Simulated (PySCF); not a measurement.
Magnetic shielding above rings: a mixed set.

Probes without a nucleus sit at each ring's centroid and 1 Å off its mean plane on both sides; NICS is minus the shielding there, NICSzz its component along the normal. Level: GIAO PBE0/pcSseg-1 (PySCF, non-relativistic, gas phase) on the GFN2-xTB geometries, one conformer each. Atom numbers follow the mapped SMILES.

Problem. Order these rings by mean NICS(1)zz, lowest (most negative) first (ppm).
A. ring C5–C6–P7–C8 in `[CH3:1][C:2]([CH3:3])([CH3:4])[CH:5]1[CH2:6][PH2+:7][CH2:8]1` (charge +1)
B. ring C5–C6–C7–C8 in `[Cl:1][C:2]([Cl:3])([Cl:4])[CH:5]1[CH2:6][CH2:7][CH2:8]1`
C. ring C2–C3–P4–C5–P6–C7 in `[CH3:1][c:2]1[cH:3][p:4][cH:5][p:6][cH:7]1`
D. ring C3–P4–C5–C9–S10 in `[CH:1]#[C:2][c:3]1[p:4][c:5]([CH:6]([CH3:7])[CH3:8])[cH:9][s:10]1`
E. ring P6–C7–C8 in `[CH3:1][C:2]([CH3:3])([CH3:4])[CH2:5][PH+:6]1[CH2:7][CH2:8]1` (charge +1)
F. ring C6–C7–C8–S9–C10 in `[CH2:1]=[CH:2]/[C:3]([CH3:4])=[P:5]\[c:6]1[cH:7][cH:8][s:9][cH:10]1`
G. ring C3–C4–P7 in `[CH3:1][CH2:2][C@@H:3]1[C@@H:4]([CH2:5][CH3:6])[PH+:7]1[CH3:8]` (charge +1)

Solution. F (-26.9), C (-24.7), D (-22.5), E (-18.6), G (-16.7), B (2.8), A (5.4).

| SMILES | ring | NICS(0) | NICS(1) | NICS(1)zz | HOMA | rms pucker (Å) | ring atoms with four or more neighbours |
| --- | --- | --- | --- | --- | --- | --- | --- |
| C=C/C(C)=P\c1ccsc1 | 5-membered ring with S; formal bonds all aromatic | -12.0 | -11.0 | -26.9 | 0.77 | 0.01 | 0 |
| Cc1cpcpc1 | 6-membered ring with 2 P; formal bonds all aromatic | -6.4 | -9.9 | -24.7 | 0.92 | 0.00 | 0 |
| C#Cc1pc(C(C)C)cs1 | 5-membered ring with P and S; formal bonds all aromatic | -11.1 | -10.8 | -22.5 | 0.68 | 0.00 | 0 |
| CC(C)(C)C[PH+]1CC1 | 3-membered ring with P; formal bonds all single | -33.9 | -8.6 | -18.6 | – | 0.00 | 3 |
| CC[C@@H]1[C@@H](CC)[PH+]1C | 3-membered ring with P; formal bonds all single | -32.9 | -8.3 | -16.7 | – | 0.00 | 3 |
| ClC(Cl)(Cl)C1CCC1 | 4-membered carbocycle; formal bonds all single | -1.0 | -0.9 | 2.8 | – | 0.06 | 4 |
| CC(C)(C)C1C[PH2+]C1 | 4-membered ring with P; formal bonds all single | -1.7 | -1.4 | 5.4 | – | 0.11 | 4 |

NICS(0) gives another order. The isotropic NICS(1) gives another order. HOMA uses Krygowski's 1993 parameters; it is left out where a ring has a four-coordinate atom, a triple bond, no multiple bond or a kind of bond without parameters. NICS(1) and NICS(1)zz are means over the two faces.
